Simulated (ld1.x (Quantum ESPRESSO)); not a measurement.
**An all-electron radial function and its pseudo partner (hydrogen (H))**

Columns: radius, all-electron u(r) and pseudo u(r) of the 1s shell (level -12.77 eV) of hydrogen in the configuration 1s0.5; BLYP, scalar-relativistic, TM scheme, ld1.x (Quantum ESPRESSO) 7.5.

```tsv
r (bohr)	all-electron	pseudo
0.055	0.1133	0.0929
0.110	0.2139	0.1841
0.165	0.3028	0.2718
0.220	0.3809	0.3542
0.275	0.4492	0.4301
0.330	0.5084	0.4980
0.385	0.5594	0.5573
0.440	0.6029	0.6074
0.495	0.6396	0.6485
0.550	0.6701	0.6810
0.605	0.6951	0.7059
0.660	0.7150	0.7243
0.715	0.7304	0.7374
0.770	0.7417	0.7463
0.825	0.7493	0.7519
0.880	0.7537	0.7548
0.935	0.7552	0.7555
0.990	0.7541	0.7541
1.045	0.7506	0.7506
1.100	0.7452	0.7452
1.155	0.7379	0.7379
1.210	0.7292	0.7292
1.265	0.7190	0.7190
1.320	0.7077	0.7077
1.375	0.6955	0.6955
1.430	0.6823	0.6823
```

(1) How many radial nodes do the two functions have?

(2) At about which radius was the pseudo-wave matched?

(3) Is the pseudo-wave norm-conserving?

## Answers

(1) The all-electron 1s function has n − l − 1 = 0; the pseudo-wave has 0.

(2) 1.10 bohr. The columns agree to 0.0005 from 0.94 bohr on; several derivatives are matched, so the curves merge somewhat inside the radius.

(3) Yes: the TM scheme keeps the norm inside the radius equal to the all-electron one, which fixes the energy derivative of the logarithmic derivative at the level.
